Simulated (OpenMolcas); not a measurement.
## V2+, Nb2+, Ta2+: d³ down the group

```json
{
  "Program": "OpenMolcas 26.06",
  "Method": "MS-RASPT2, IPEA 0.25 Eh, imaginary shift 0.1 Eh",
  "Basis": "ANO-RCC-VQZP",
  "Scalar Hamiltonian": "DKH2, point nucleus",
  "Spin-orbit coupling": "RASSI with atomic mean-field integrals over the reference wave functions, term energies averaged over their components"
}
```

Active space for each ion: 9 electrons in 8 orbitals (RAS1 p, at most 2 holes; RAS2 d); closed shells correlated by CASPT2: V2+ 3s; Nb2+ 4s; Ta2+ 5s.

Computed levels in cm-1 above ⁴F_3/2:

```json
{"Level": "⁴F_5/2", "V2+": "164", "Nb2+": "548", "Ta2+": "2890"}
{"Level": "⁴F_7/2", "V2+": "388", "Nb2+": "1247", "Ta2+": "5490"}
{"Level": "⁴F_9/2", "V2+": "668", "Nb2+": "2050", "Ta2+": "7530"}
{"Level": "²G_7/2", "V2+": "11850", "Nb2+": "9420", "Ta2+": "12530"}
{"Level": "⁴P_1/2", "V2+": "12050", "Nb2+": "8770", "Ta2+": "15110"}
{"Level": "⁴P_3/2", "V2+": "12120", "Nb2+": "8600", "Ta2+": "15750"}
{"Level": "⁴P_5/2", "V2+": "12320", "Nb2+": "9960", "Ta2+": "14810"}
{"Level": "²P_1/2", "V2+": "15380", "Nb2+": "10320", "Ta2+": "9560"}
{"Level": "²D_5/2(1)", "V2+": "16650", "Nb2+": "13840", "Ta2+": "19420"}
{"Level": "weight of ⁴F in the lowest level (%)", "V2+": "100", "Nb2+": "99", "Ta2+": "87"}
```

Mixed levels, with the weight of the term that names them: Nb2+ ⁴P_1/2 (69 %), Nb2+ ⁴P_3/2 (59 %), Nb2+ ²P_1/2 (69 %), Ta2+ ⁴F_9/2 (73 %), Ta2+ ⁴P_1/2 (58 %), Ta2+ ⁴P_3/2 (53 %), Ta2+ ²P_1/2 (58 %).

Measured, with the error of the calculation in %. Measured levels: V2+ from Sugar and Corliss, J. Phys. Chem. Ref. Data 7, 1191 (1978); Nb2+ from the list in Shadmi, J. Res. Natl. Bur. Stand. 70A, 435 (1966).

| Level | V2+ | Nb2+ |
| --- | --- | --- |
| ⁴F_5/2 | 146 (+12.5) | 516 (+6.2) |
| ⁴F_7/2 | 342 (+13.6) | 1177 (+6.0) |
| ⁴F_9/2 | 584 (+14.5) | 1939 (+5.7) |
| ²G_7/2 | 11966 (-1.0) | 9236 (+2.0) |
| ⁴P_1/2 | 11514 (+4.7) | 8664 (+1.2) |
| ⁴P_3/2 | 11592 (+4.6) | 8608 (-0.1) |
| ⁴P_5/2 | 11770 (+4.7) | 9594 (+3.8) |
| ²P_1/2 | 15580 (-1.3) |  |
| ²D_5/2(1) | 16375 (+1.7) | 13094 (+5.7) |

The fine-structure level ⁴F_9/2 changes by a factor of 11.3 from V2+ to Ta2+.

Without spin-orbit coupling ²G lies 11600, 8570, 7830 cm-1 above ⁴F in that order; the difference to the level ²G_7/2, of either sign, comes from spin-orbit coupling, which also lowers the zero.

Term energies are means over components that CASPT2 splits; among the terms shown or strongly mixed into the levels shown the widest spread is 1900 cm-1 (4d³ ⁴F, Nb2+). The CASPT2 spread within a term exceeds the gap to the next term for 3d³ ²G and 3d³ ⁴P, so the order of their levels is uncertain (figures for V2+; the like holds for Nb2+). Active for correlation alone: 3p; no level in the range computed is led by a configuration that opens it, so any true level of that kind is missing (holds for V2+). Active for correlation alone: 4p; no level in the range computed is led by a configuration that opens it, so any true level of that kind is missing (holds for Nb2+). Active for correlation alone: 5p; no level in the range computed is led by a configuration that opens it, so any true level of that kind is missing (holds for Ta2+). Measured partners are found by configuration, term and J. A level has none where our copy of the source lacks it or the pairing is in doubt (some pairs that miss far off the trend of their configuration count as doubtful), and it then counts in no deviation. Levels of configurations outside the active space are missing.

A number in round brackets counts repeated terms of one configuration in the order of the reference energies.
